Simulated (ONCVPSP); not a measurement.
zirconium, ONCV: configuration errors across variants

```json
{
  "Element": "Zr (Z = 40)",
  "Generator": "ONCVPSP 4.0.1",
  "Type": "optimised norm-conserving Vanderbilt (ONCV)",
  "Functional": "LDA (Perdew-Zunger)",
  "Relativity": "scalar-relativistic",
  "Frozen core": "[Ar] 3d10",
  "Valence charge": "12",
  "Reference configuration": "4s2 4p6 4d2 5s1.75 (charge +0.25)",
  "Partial waves": "4s+5s: rc 2.00 bohr, ncon 3, nbas 6, qcut 5.9 1/bohr, 2 projectors; 4p: rc 1.25 bohr, ncon 4, nbas 8, qcut 7.3 1/bohr, 1 projector; 4d: rc 2.05 bohr, ncon 4, nbas 8, qcut 4.5 1/bohr, 2 projectors, debl 3.5 Ha",
  "Local potential": "polynomial inside 0.95 bohr (lpopt 5, dvloc0 1 Ha)",
  "Core correction": "Teter function, fcfact 5, rcfact 1.4"
}
```

All-electron excitation energies from the reference (eV): (1) 4s2 4p6 4d2 5s2 -1.315; (2) 4s2 4p6 4d2 5s1 6.037; (3) 4s2 4p6 4d2 5s0 19.278; (4) 4s2 4p6 4d2 5s0 5p1 9.849.

1 further variants failed, have other tests or too few solved ones, and are left out.

Errors AE − PS in meV (a dash: test not solved or not reliable):

| change | (1) | (2) | (3) | (4) | bound ghosts | GHOST(+) flags above zero |
| --- | --- | --- | --- | --- | --- | --- |
| base | +0.2 | -1.2 | -7.4 | +42 | none | s, d |
| core correction none | +0.2 | -1.0 | -5.2 | +43 | none | s, d |
| s: qcut 5.3; p: qcut 6.6; d: qcut 4.1 | +0.2 | -1.3 | -8.5 | +44 | none | s |
| d: nbas 9 | +0.2 | -1.2 | -7.4 | +42 | none | s, d |
| core correction Teter function, fcfact 5, rcfact 1.18 | +0.2 | -1.2 | -7.1 | +42 | none | s, d |
| local potential polynomial inside 1.00 bohr (lpopt 5, dvloc0 6 Ha) | +0.2 | -1.3 | -7.6 | +29 | none | s |

(1) Give the same row for: d: rc 2.5.

## Answers

(1) +0.2, -1.2, -8.1, +41; bound ghosts: none; GHOST(+) flags above zero: s, d.
